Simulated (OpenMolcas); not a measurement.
A calculation on Sn²⁺.

- Program: OpenMolcas 26.06
- Method: MS-RASPT2, IPEA 0.25 Eh, imaginary shift 0.1 Eh (closed shells correlated: 4d)
- Basis: ANO-RCC-VTZP [7s6p4d2f1g]
- Scalar Hamiltonian: DKH2, point nucleus
- Active space: 2 electrons in 9 orbitals (RAS2 5s 5p; RAS3 5d, at most 2 electrons)
- State averaging: 2S+1 = 3 even, 3 roots; 2S+1 = 1 even, 7 roots; 2S+1 = 3 odd, 3 roots; 2S+1 = 1 odd, 3 roots
- Spin-orbit coupling: RASSI with atomic mean-field integrals over the reference wave functions, term energies averaged over their components

Q: Which level of the active space comes out lowest?

A: 5s2 1S0, with 100 % of that term; it is also the measured ground level.

Q: How high does 5s 5p 1P* 1 lie?

A: 79310 cm-1 above the lowest level; measured 79911 cm-1 above the ground level, so the calculation is off by -1 %.

Q: How high does 5s 5p 3P* 2 lie?

A: 58960 cm-1 above the lowest level; measured 59229 cm-1 above the ground level, so the calculation is off by 0 %.

Q: How high does 5s 5p 3P* 1 lie?

A: 55650 cm-1 above the lowest level; measured 55196 cm-1 above the ground level, so the calculation is off by +1 %.

Measured values: Moore, Atomic Energy Levels, vol. III, NSRDS-NBS 35 (1971 reprint of NBS Circular 467, 1958).

Active for correlation alone: 5d; no level in the range computed is led by a configuration that fills it, so any true level of that kind is missing. Measured partners are found by configuration, term and J. A level has none where our copy of the source lacks it or the pairing is in doubt (some pairs that miss far off the trend of their configuration count as doubtful), and it then counts in no deviation. Levels of configurations outside the active space are missing.

* marks odd parity.
